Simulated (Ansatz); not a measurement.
Two members of one family (Series SnH3X), computed with Ansatz in the gas phase; def2 core potentials for Sn, no spin–orbit coupling. A negative affinity means that the extra electron isn't bound at that geometry and level; within about 0.2 eV of zero the sign isn't settled. Binding counts from free atoms in the multiplicity of their measured ground term, without zero-point energy. A dash marks a value that wasn't run or was left out as unsound. The structures are stationary points that may keep the symmetry of their start. Remarks come from the PBE and PBE0 runs and from stability tests at other levels; not every state was tested. A HOMO above zero means that the electron is unbound at that level and held by the basis, or that self-interaction error raises the level; the energy of removing that electron tells which.

First: Sn(SiH3)H3 (singlet, charge 0, PBE-D4/def2-TZVP geometry).

Cartesian coordinates in Å:
```
Sn -0.4296 0.5476 1.0394
Si 0.4550 -0.5804 -1.0998
H 0.4147 -2.0675 -0.9534
H 1.8668 -0.1603 -1.3581
H -0.3850 -0.1894 -2.2738
H 0.4652 0.0371 2.4170
H -2.0837 0.1524 1.3016
H -0.3033 2.2606 0.9272
```

| level | HOMO (eV) | LUMO (eV) | gap (eV) | vertical EA (eV) | binding per atom (eV) |
| --- | --- | --- | --- | --- | --- |
| PBE-D4/def2-SVP | -6.94 | -0.61 | 6.33 | – | 2.51 |
| r2SCAN-D4/def2-TZVPD | -7.21 | -0.66 | 6.56 | -0.70 | 2.58 |
| PBE0-D4/def2-TZVP | -8.00 | -0.14 | 7.86 | – | 2.54 |
| PBE0-D4/def2-TZVPD | -8.01 | -0.36 | 7.65 | -0.70 | 2.54 |
| ωB97M-V/def2-TZVP | -10.00 | 1.30 | 11.30 | – | 2.58 |

Remarks: HOMO above zero (-1 doublet).

Second: SnMeH3 (singlet, charge 0, PBE-D4/def2-TZVP geometry).

```xyz
8

Sn    0.8244    0.3668   -0.4235
C    -0.9611   -0.4278    0.4940
H    -1.1680   -1.4293    0.0970
H    -1.8131    0.2285    0.2778
H    -0.8226   -0.4925    1.5803
H     1.1436    1.9497    0.1757
H     0.6244    0.4495   -2.1320
H     2.1725   -0.6448   -0.0693
```

Problem. Estimate the same table for the second.

Solution. 
```
               level  HOMO (eV)  LUMO (eV)  gap (eV)  vertical EA (eV)  binding per atom (eV)
     PBE-D4/def2-SVP      -7.15      -0.04      7.10                 –                   3.01
r2SCAN-D4/def2-TZVPD      -7.45      -0.06      7.38             -0.97                   3.03
   PBE0-D4/def2-TZVP      -8.37       0.24      8.61                 –                   3.01
  PBE0-D4/def2-TZVPD      -8.37      -0.02      8.35             -0.93                   3.01
   ωB97M-V/def2-TZVP     -10.55       1.50     12.05                 –                   3.04
```

Remarks: HOMO above zero (-1 doublet).
